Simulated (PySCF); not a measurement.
SiCl2, SMILES [Si](Cl)Cl (connectivity only; charge and spin as stated), neutral, multiplicity 1. Geometry optimised at PBE-D3(BJ)/def2-TZVP. The isomer is the one that the SMILES or the coordinates give; other isomers of the formula were not compared.

TDA-CAM-B3LYP/def2-SVPD run with PySCF puts the lowest singlet excitations at 4.06, 5.05, 5.92, 6.42, 6.61, 7.06 eV.

Problem. What are the lowest excitation roots from ADC(2)/aug-cc-pVDZ (PySCF 2.14.0)? (Estimate from the structure and the level; the computed values follow.)

Solution. 3.94, 5.16, 5.81, 6.63, 6.67, 6.86 eV. S1 differs by -0.13 eV (second minus first; roots are paired by order, and the bases may differ).
